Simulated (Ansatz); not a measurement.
```yaml
crystal:
  periodic: [false, false, false]
  atoms:
    - {symbol: In, position_ang: [0.000053, -0.000018, -0.000158]}
    - {symbol: H, position_ang: [1.586261, -0.026357, 0.012356]}
    - {symbol: H, position_ang: [-0.770239, 1.386810, -0.016535]}
    - {symbol: H, position_ang: [-0.816076, -1.360445, 0.004337]}
basis:
  gaussian: {orbitals: STO-3G}
magnetization: {spin_polarized: true, initial_magnetization: 0}
hamiltonian: {xc: {name: r2SCAN}, dispersion: rvv10}
scf: {omitted_lower_state_checks: [starts]}
```

```sh
$ ansatz run in.yaml --threads 4 --pin off --events-out ev --progress --plain --max-ram 3916MiB
```

Output, abridged:

```
Functional definition: r2SCAN+rVV10
402 factors; integrals over basis functions are off by at most 4.1e-5 eV
mean field evaluation 1: about -154742.0896 eV, gradient 1.7e1 eV
mean field evaluation 2: about -154743.3451 eV, gradient 9.0e0 eV
mean field evaluation 4: about -154744.0331 eV, gradient 3.9e-2 eV
mean field evaluation 8: about -154744.0176 eV, gradient 1.4e-3 eV
mean field -154744.01760173 eV, -5686.7377576011 hartree, gradient 6.9e-5 eV, S^2 0.000000; 0 other end points of the search recorded, 0 dependent functions left out
reference -154744.01760697 eV, -5686.7377577938 hartree; 26, 26 occupied and 4, 4 virtual orbitals, 402 factors
Total energy: -154744.01760697 eV, -5686.7377577938 hartree
Checks for a lower state left out: starts
```

Hardware: 4 threads of Arm Neoverse V2 on a shared host. Wall time 0.75 s.
